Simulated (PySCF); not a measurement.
Cl2FGeH2N, SMILES [Cl][Ge]([Cl])([F])[NH2].

Coordinates come from a B3LYP-D3(BJ)/def2-SVP optimisation. The structure was generated by enumeration, and PubChem lists no compound with its InChIKey, so it may never have been made. One conformer was computed; it need not be the lowest.

The numbers are results of PySCF 2.14.0 with TDA-PBE/def2-SVPD, not measurements.

Vertical excitations. Isolated molecule, no solvent.

Computed excitation energies, oscillator strengths and character:
| state | energy (eV) | λ (nm) | f | main pairs |
|---|---|---|---|---|
| S1 | 5.00 | 248 | 0.031 | HOMO→LUMO 97 % |
| S2 | 5.81 | 213 | 0.014 | HOMO−1→LUMO 93 % |
| S3 | 5.99 | 207 | 0.019 | HOMO−2→LUMO 93 % |
| S4 | 6.26 | 198 | 0.016 | HOMO−3→LUMO 72 %, HOMO−4→LUMO 27 % |
| S5 | 6.32 | 196 | 0.025 | HOMO−4→LUMO 70 %, HOMO−3→LUMO 26 % |
| S6 | 6.78 | 183 | 0.021 | HOMO→LUMO+1 97 % |
| S7 | 7.09 | 175 | 0.005 | HOMO→LUMO+2 96 % |
| S8 | 7.28 | 170 | 0.014 | HOMO−6→LUMO 66 %, HOMO−5→LUMO 20 %, HOMO→LUMO+3 11 % |
| S9 | 7.36 | 168 | 0.068 | HOMO−5→LUMO 62 %, HOMO−6→LUMO 19 % |
| S10 | 7.62 | 163 | 0.010 | HOMO−1→LUMO+1 80 % |
| T1 | 4.55 | 272 | 0 | HOMO→LUMO 99 % |
| T2 | 5.40 | 230 | 0 | HOMO−1→LUMO 99 % |
| T3 | 5.59 | 222 | 0 | HOMO−2→LUMO 99 % |
| T4 | 5.85 | 212 | 0 | HOMO−3→LUMO 97 % |
Triplets are in the Tamm–Dancoff approximation.
